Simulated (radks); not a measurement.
The numbers below are computed, except where a source is named.
Initial-state core-level shifts of neutral tellurium when its valence configuration changes from [Kr] 4d10 5s2 5p4. Code: a radial shooting solver on a logarithmic mesh with Libxc functionals. Model: scalar-relativistic Kohn-Sham, BLYP, spin-polarised, spherical densities, finite nucleus; open shells are filled with parallel spins first (spin-orbit coupling, left out, can overturn this in heavy ions); Fermi nuclear charge, rms radius 4.7423 fm. Shifts are changes of the shell-averaged eigenvalues in eV (positive: less bound); the change of the density at the nucleus, which sets a Mossbauer isomer shift, is in e/bohr^3, on a base of 2.351e+05.

valence,2s,2p,3s,4p,density at nucleus
4d10 5p6,-2.854,-2.843,-2.890,-2.821,-120.67
4d10 5s1.5 5p4.5,-0.723,-0.720,-0.732,-0.716,-29.09
4d10 5s1 5p5,-1.434,-1.428,-1.452,-1.421,-58.74
4d9 5s1.5 5p5.5,-10.008,-9.977,-9.560,-7.769,-7.57
4d9 5s2 5p5,-9.327,-9.300,-8.871,-7.102,+24.60
4d8.5 5s1.5 5p6,-14.739,-14.693,-14.031,-11.263,+3.55
4d8 5s2 5p6,-18.882,-18.825,-17.885,-14.110,+50.04
4d9.5 5s2 5p4.5,-4.637,-4.623,-4.419,-3.565,+12.20
